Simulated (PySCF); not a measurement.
Ligands exchanged one at a time, Al H-SH. All species are isolated molecules in the gas phase. One relaxed conformer stands for each flexible species; it need not be the lowest. Strings in code marks are SMILES.

All values below come from PySCF 2.14.0 with TPSSh-D3(BJ)/def2-TZVP // PBE0-D3(BJ)/def2-TZVP. 

```csv
species,HOMO (eV),S1 oscillator strength
0 of 3 H replaced by SH (`[AlH3]`),-8.04,–
1 of 3 H replaced by SH (`[AlH2][SH]`),(withheld),0.082
"2 of 3 H replaced by SH (`[SH][AlH][SH]` (H–S–Al–S torsion 0°, S–Al–S–H torsion 0°))",-7.08,0.069
3 of 3 H replaced by SH (`[SH][Al]([SH])[SH]`),-7.10,0.000
```

Problem. Some entries are withheld; supply them.

Solution. 
- 1 of 3 H replaced by SH (`[AlH2][SH]`), HOMO (eV): -7.23
